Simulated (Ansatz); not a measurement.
Reaction (ligand exchange at a B–N bond): `BN(C)[SiH2]N` + `O[SiH2][GeH2][F]` → `BO[SiH2][GeH2][F]` + `CN[SiH2]N`

Computed with Ansatz on PBE0-D4/def2-TZVP structures; ΔE is electronic, products minus reactants. CCSD(T)/CBS adds triple-zeta CCSD(T) − MP2 to the extrapolated MP2 energy (def2 sets, frozen cores). DFT in def2-TZVPP. B3LYP here is the variant with VWN-RPA as its local correlation; programs differ in this. For Ge outer-core shells are correlated without core-valence functions, which leaves a few kJ/mol of doubt a bond. Scalar relativity is left out up to krypton. Each species was taken in one conformer, which may not be the lowest.

```tsv
level	ΔE (kcal/mol)	difference from CCSD(T)/CBS
PBE-D4	4.0	1.9
r2SCAN-D4	2.9	0.8
PBE0-D4	2.8	0.7
B3LYP-D4	1.5	-0.6
ωB97X-V	1.6	-0.5
ωB97M-V	2.6	0.5
PBE	3.2	1.1
r2SCAN	2.8	0.7
B3LYP	0.3	-1.8
MP2/def2-TZVPP	2.7	0.6
SCS-MP2/def2-TZVPP	1.3	-0.8
CCSD/def2-TZVPP	1.1	-1.0
CCSD(T)/def2-TZVPP	2.2	0.1
HF/def2-QZVPP	-4.7	-6.8
MP2/def2-QZVPP	2.5	0.4
SCS-MP2/def2-QZVPP	1.1	-1.0
CCSD(T)/CBS	2.1	0
```

Largest T1 diagnostic among the species: 0.013.

The D4 term adds +1.2 kcal/mol with B3LYP and +0.6 kcal/mol with PBE0; it sums over pairs of atoms, weighted by their polarisabilities, and B3LYP, whose exchange is more repulsive, gets the larger term. From PBE to PBE0 (25 % exact exchange), in def2-TZVPP and without D4, ΔE moves by −1.0 kcal/mol.
